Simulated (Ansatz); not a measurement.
Reaction (redistribution): `[Cl][GeH2][GeH3]` + `O[SiH]([SiH3])S` → `O[SiH](S)[GeH3]` + `[SiH3][GeH2][Cl]`

Computed with Ansatz on PBE0-D4/def2-TZVP structures; ΔE is electronic, products minus reactants. CCSD(T)/CBS adds triple-zeta CCSD(T) − MP2 to the extrapolated MP2 energy (def2 sets, frozen cores). DFT in def2-TZVPP. B3LYP here is the variant with VWN-RPA as its local correlation; programs differ in this. For Ge outer-core shells are correlated without core-valence functions, which leaves a few kJ/mol of doubt a bond. Scalar relativity is left out up to krypton. One conformer a species, not always the lowest.

`[Cl][GeH2][GeH3]`:

```xyz
8

Cl    1.158   -2.212   -0.945
Ge    0.903   -0.069   -0.746
Ge   -0.945    0.282    0.780
H     2.243    0.473   -0.225
H     0.639    0.462   -2.164
H    -2.208   -0.364    0.197
H    -1.180    1.789    0.972
H    -0.608   -0.360    2.132
```

`O[SiH]([SiH3])S`:

Cartesian coordinates in Å:
```
O -0.875 -1.717 -0.039
Si 0.044 -0.442 0.454
Si 0.467 0.838 -1.452
S -0.961 0.802 1.888
H -1.316 -2.235 0.638
H 1.284 -0.907 1.136
H 1.494 1.863 -1.127
H -0.783 1.523 -1.877
H 0.961 -0.012 -2.567
H -0.315 0.288 2.947
```

`O[SiH](S)[GeH3]`:

Z-matrix (Å, degrees):
```
Si
S 1 2.125
Ge 1 2.383 2 110.6
O 1 1.649 2 109.2 3 -122.2
H 1 1.487 2 103.2 3 119.0
H 2 1.344 1 94.8 3 51.8
H 3 1.536 1 110.8 2 70.8
H 3 1.539 1 109.8 2 -49.3
H 3 1.542 1 111.3 2 -168.6
H 4 0.959 1 117.4 2 162.1
```

`[SiH3][GeH2][Cl]`:

Cartesian coordinates in Å:
```
Si 0.056 0.586 1.097
Ge 0.045 -0.684 -0.916
Cl -0.970 0.527 -2.401
H 0.740 -0.186 2.168
H -1.346 0.863 1.499
H 0.779 1.860 0.859
H -0.750 -1.997 -0.822
H 1.445 -0.968 -1.483
```

```
             level  ΔE (kcal/mol)  difference from CCSD(T)/CBS
            PBE-D4            0.4                          0.2
         r2SCAN-D4            0.1                         -0.1
           PBE0-D4            0.5                          0.3
          B3LYP-D4            0.6                          0.4
           ωB97X-V            0.6                          0.4
           ωB97M-V            0.2                          0.0
            B2PLYP            0.6                          0.4
               PBE            0.4                          0.2
            r2SCAN            0.1                         -0.1
              PBE0            0.5                          0.3
             B3LYP            0.7                          0.5
     HF/def2-TZVPP            1.2                          1.0
    MP2/def2-TZVPP            0.4                          0.2
SCS-MP2/def2-TZVPP            0.5                          0.3
   CCSD/def2-TZVPP            0.6                          0.4
CCSD(T)/def2-TZVPP            0.5                          0.3
     HF/def2-QZVPP            1.3                          1.1
    MP2/def2-QZVPP            0.3                          0.1
SCS-MP2/def2-QZVPP            0.5                          0.3
      HF/CBS(def2)            1.3                          1.1
     MP2/CBS(def2)            0.1                         -0.1
    CCSD/CBS(def2)            0.3                          0.1
       CCSD(T)/CBS            0.2                            0
```

Largest T1 diagnostic among the species: 0.012.
